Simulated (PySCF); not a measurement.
# What a mistake does to a calculation on C2GeH7Si cation

Calculated results; nothing here was measured. They come from PySCF 2.14.0, an open-source quantum chemistry program, on an isolated molecule that a program drew, which may never have been made. The molecule is C2GeH7Si cation (charge +1, singlet), drawn as the SMILES string `[CH3][GeH]=[CH][SiH2+]`.

Each row is a Hartree-Fock (HF) and frozen-core CCSD(T) single point in the cc-pV(D+d)Z basis, meant for a local HF minimum. Run 1 is clean. Each other run has one planted mistake out of seven kinds, and not every kind appears here: one electron removed, one electron added, multiplicity raised by two, geometry at a saddle point, minimal basis STO-3G, one bond length entered in bohr, all coordinates scaled. The reference is restricted for singlets and unrestricted otherwise, and also for a bond in bohr. Adding or removing an electron swaps singlet and doublet. Electrons count all cores. HOMO and LUMO are orbital energies over both spins, the gradient is its largest component, and the lowest frequency (negative if imaginary) is given only where the gradient is small. Bond lengths are over the 10 bonds as drawn. T1 is the CCSD diagnostic: over 0.02 (restricted) or 0.045 (unrestricted) a single reference is doubtful. Germanium has the cc-pVDZ-PP basis, with a core potential (ECP10MDF) in place of its 10 inner electrons, and its 3s, 3p and 3d shells are frozen in CCSD(T).

Geometry of the clean run:
```xyz
11
C2GeH7Si cation, angstrom
C    -1.5510    1.1895    1.7655
Ge    0.3049    0.7831    2.0886
C     1.3402   -0.3554    1.0983
Si    0.8314   -1.2544   -0.2867
H    -1.6438    2.2639    1.5921
H    -2.1207    0.9416    2.6635
H    -1.9500    0.6433    0.9133
H     0.9563    1.4748    3.2704
H     2.3699   -0.4615    1.4289
H    -0.5412   -1.1615   -0.7891
H     1.7336   -2.1426   -1.0187
```

| run | electrons | basis functions | <S^2> | HOMO (eV) | LUMO (eV) | gradient (hartree/bohr) | lowest frequency (cm^-1) | mean bond (Å) | longest bond (Å) | T1 | HF (hartree) | CCSD(T) (hartree) | mistake |
|---|---|---|---|---|---|---|---|---|---|---|---|---|---|
| 1 | 64 | 109 | 0.000 | -14.40 | -4.33 | 2.2e-05 | 90 | 1.4287 | 1.927 | 0.0127 | -661.84509 | -662.36588 | no fault |
| 2 | 65 | 109 | 1.027 | -6.06 | 2.16 | 2.0e-02 | - | 1.4287 | 1.927 | 0.0306 | -662.03620 | -662.57241 | one electron added |
| 3 | 64 | 109 | 2.018 | -11.03 | -5.95 | 7.2e-02 | - | 1.4287 | 1.927 | 0.0123 | -661.75517 | -662.25100 | multiplicity raised by two |
| 4 | 64 | 109 | 0.000 | -14.89 | -4.23 | 3.7e-02 | - | 1.3687 | 1.846 | 0.0115 | -661.82402 | -662.33602 | all coordinates scaled |
| 5 | 64 | 109 | 0.870 | -14.36 | -4.61 | 1.2e-02 | - | 1.5590 | 2.768 | 0.0412 | -661.73076 | -662.23993 | ? |

**Which mistake was planted in run 5, and what did it cost?**

The mean bond changes by a factor of 1.091 and the longest by 1.436, so the molecule wasn't scaled as a whole. A length L in bohr read as angstrom grows by (1/0.5292 - 1) L = 0.890 L. The 10 bonds together grew by 10 x 0.1303 = 1.303 Å, which gives L = 1.464 Å. That is the length of one of the H-Si bonds, 1.465 Å in the clean geometry. So the mistake is: one bond length entered in bohr. Subtracting run 1 and multiplying by 627.51 kcal/mol a hartree, the energy moved by 71.7 kcal/mol in HF and 79.0 kcal/mol in CCSD(T).

